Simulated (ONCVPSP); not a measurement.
**What one change does to a pseudopotential (Be, ONCV)**

beryllium, optimised norm-conserving Vanderbilt (ONCV), made with ONCVPSP 4.0.1 (PBE, scalar-relativistic). Core none, reference 1s2 2s2. Waves: 1s+2s: rc 0.75 bohr, ncon 3, nbas 6, qcut 16.2 1/bohr, 2 projectors; p scattering state at 0.1 Ha: rc 0.70 bohr, ncon 5, nbas 10, qcut 13 1/bohr, 2 projectors, debl 4 Ha; d scattering state at 0.4 Ha: rc 0.65 bohr, ncon 4, nbas 9, qcut 14.3 1/bohr, local. Local part: the d channel. Core correction: none.

All-electron outer shells of the reference configuration (PBE, scalar-relativistic, ld1.x):

| shell | level (eV) | outermost node (bohr) | outermost maximum (bohr) |
| --- | --- | --- | --- |
| 1s | -106.21 | – | 0.27 |
| 2s | -5.61 | 0.59 | 2.04 |

Change: all radii scaled by about 1.20 (s 0.90, p 0.84, d 0.78 bohr).

Cutoffs: the cutoffs (Ha) at which the residual kinetic energy of the hardest occupied pseudo-wave falls to 1 and 0.1 mHa per electron; they do not see the model core or the augmentation charge, which bear on the density cutoff. Errors are all-electron minus pseudo energies relative to the spin-unpolarised reference configuration.

Question: Predict the effect on cutoff, ghosts and configuration errors.

Answer: The potential gets softer (92 Ha and 108 Ha → 78 Ha and 92 Ha); the errors of the 4 common tests hardly move; neither file shows a bound ghost. A larger radius leaves more room for a smooth pseudo-wave, so fewer plane waves are needed.

```csv
quantity,base,changed
"cutoff, loose",92 Ha,78 Ha
"cutoff, tight",108 Ha,92 Ha
bound ghosts,none,none
GHOST(+) flags under 300 eV,none,none
"error for 1s2 2s1, meV [ΔE 9.55 eV]",+0.5,+0.5
"error for 1s2 2s0, meV [ΔE 27.50 eV]",+3.5,+4.0
"error for 1s2 2s1.5, meV [ΔE 3.76 eV]",+0.1,+0.1
"error for 1s2 2s1 2p1, meV [ΔE 3.61 eV]",+0.8,+1.0
```
